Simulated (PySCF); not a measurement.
Correlation energy of Cd²⁺ (cadmium, charge +2)

[Kr] 4d9 5p1, one real determinant (an excited configuration). Computed with PySCF 2.14 in x2c-TZVPPall, with the spin-free X2C one-electron Hamiltonian (Gaussian nucleus). Frozen: [Ar] 3d10; 18 electrons correlated.

MP2 pair energies summed by pair of shells (mhartree):

```csv
pair,energy,share (%)
4d-4d,-277.92,48.0
4p-4d,-164.76,28.5
4p-4p,-45.23,7.8
4s-4d,-32.91,5.7
4d-5p,-26.95,4.7
4s-4p,-22.47,3.9
4p-5p,-4.43,0.8
4s-4s,-4.03,0.7
4s-5p,-0.40,0.1
```

Total MP2 correlation energy: -579.11 mhartree.

Same-spin part -191.31 and opposite-spin part -387.80 mhartree; SCS-MP2 scales them by 1/3 and 6/5 to -529.13 mhartree.

The reference is one real determinant that mixes LS terms of this configuration.

This basis was not built for core-valence correlation, so the inner-shell part is incomplete.
